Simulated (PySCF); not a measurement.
Sn(F)2(Br)(OH) (BrF2HOSn), SMILES [Sn]([F])([OH])([Br])[F].

The structure is a stationary point at B3LYP-D3(BJ)/def2-SVP. The def2 effective core potentials stand for the cores of Sn; spin–orbit coupling is left out. The values are those of a single conformer.

Level of theory: C-PCM-M06-2X/def2-SVP run with PySCF.

The values are the electrostatic part of the solvation free energy, E(continuum) − E(gas) at the gas-phase geometry, in a cavity of scaled van der Waals radii (PySCF's table); cavitation and dispersion terms are not included. A continuum can't describe solvent molecules that bind to the metal. In vacuum the orbital gap is 8.73 eV. The dipole moment in vacuum is 1.29 D.

| solvent | ε | ΔG(elec) (kcal/mol) | dipole (D) | gap (eV) |
|---|---|---|---|---|
| water | 78.36 | -8.2 | 1.52 | 8.72 |
| 1-octanol | 9.86 | -7.4 | 1.50 | 8.72 |
| tetrahydrofuran | 7.43 | -7.1 | 1.49 | 8.72 |
